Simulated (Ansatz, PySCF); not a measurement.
Donor–acceptor adduct: C2H5Ga (SMILES C=[CH][GaH2]) (first 8 atoms) with H2O (SMILES O); geometry from B3LYP-D3(BJ)/def2-TZVP, rigid monomers moved along the line of their centres of mass till Ga3···O9 is 3.12 Å.
(charge 0, multiplicity 1):
```xyz
11

C     -2.09771     0.72575     0.84035
C     -0.80057     0.96830     0.63759
Ga     0.58591    -0.44821     0.78712
H     -2.46736    -0.27562     1.04769
H     -2.85899     1.50102     0.79122
H     -0.52259     1.99767     0.41583
H      0.04333    -1.93381     0.80698
H      2.08955    -0.13579     0.46329
O      0.79346    -0.28027     3.89517
H     -0.03008     0.21330     4.02157
H      0.68041    -1.13133     4.33639
```

Counterpoise-corrected where a basis set is named; no monomer relaxation. Rows marked so take none.

Rows in 6-31G*, STO-3G carry no dispersion term and start afresh at each structure (6-31G* with six Cartesian d functions); the Pople sets are all-electron and without relativity.

Codes used: Ansatz (Gaussian orbitals); PySCF for 6-31G* rows, STO-3G rows. 

**Question.** One of these levels gives -6.07 kcal/mol for the interaction energy. Name it.
A. HF/STO-3G (no counterpoise)
B. HF/aug-cc-pVDZ
C. M06-2X/6-31G* (no counterpoise)

**Answer.** A, HF/STO-3G (no counterpoise). The others give -5.13 (HF/aug-cc-pVDZ), -9.90 (M06-2X/6-31G* (no counterpoise))

Ansatz is a quantum-chemistry and plane-wave program.
